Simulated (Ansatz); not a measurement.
Basis-set extrapolation for `CC(C)[O][Mg][OH]` (PBE0-D4/def2-TZVP geometry, frozen core, Ansatz 0.2.0). Multiplicity 1, RHF reference. For Mg the program correlates outer-core shells too, which these sets cover unevenly, so the extrapolated numbers aren't a true limit.

|  | def2-TZVPP | def2-QZVPP |
| --- | --- | --- |
| HF | -467.792760 | -467.816037 |
| MP2 correlation | -1.210700 | -1.325818 |
| CCSD(T) correlation | -1.291348 | not run |

Energies in hartree. Use E(X) = E(∞) + A·exp(−7.88·√X) for Hartree–Fock and E(X) = E(∞) + B·X^(−2.97) for correlation, with X = 3 and 4, and add CCSD(T) minus MP2 of the smaller set to the MP2 limit.

Q: What is the CCSD(T) energy at the basis-set limit?

A: HF limit: -467.816037 + (-0.023277) × 0.13774 = -467.81924. MP2 limit: -1.325818 + (-0.115118) × 0.74074 = -1.41109. Higher-order term: -1.291348 − (-1.210700) = -0.08065. Total: -469.31098 hartree, 6.17 eV below CCSD(T)/def2-TZVPP.
